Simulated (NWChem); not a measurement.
System: Si2H3Cl2F; SMILES F[SiH2][SiH](Cl)Cl

Results from NWChem. Geometry: optimised at B3LYP/6-31G* (spherical d). Level: PBE/def2-SVP with SMD, gas-phase geometry; reactions with the solvents are ignored. One conformer.

| SMD term (kcal/mol) | water | n-hexane |
|---|---|---|
| distortion of the solute's density | 0.29 | 0.05 |
| polarisation | -2.29 | -0.94 |
| cavity, dispersion and structure | 3.17 | -2.03 |

### Question
Sum the solvation free energies, find the transfer free energy from water to n-hexane and the partition coefficient at 298.15 K.

### Answer

1. ΔG(solv, water) = 1.17 kcal/mol and ΔG(solv, n-hexane) = -2.92 kcal/mol (1 M gas to 1 M solution).
2. Transfer: -2.92 − (1.17) = -4.09 kcal/mol.
3. log₁₀ K(n-hexane/water) = −ΔG/(RT ln 10) = 4.09/1.364 = 3.0, so the model puts more of the solute in n-hexane.
4. Of the transfer energy, 1.11 kcal/mol is electrostatic and -5.20 comes from the non-electrostatic term. The two phases are taken as the pure solvents.
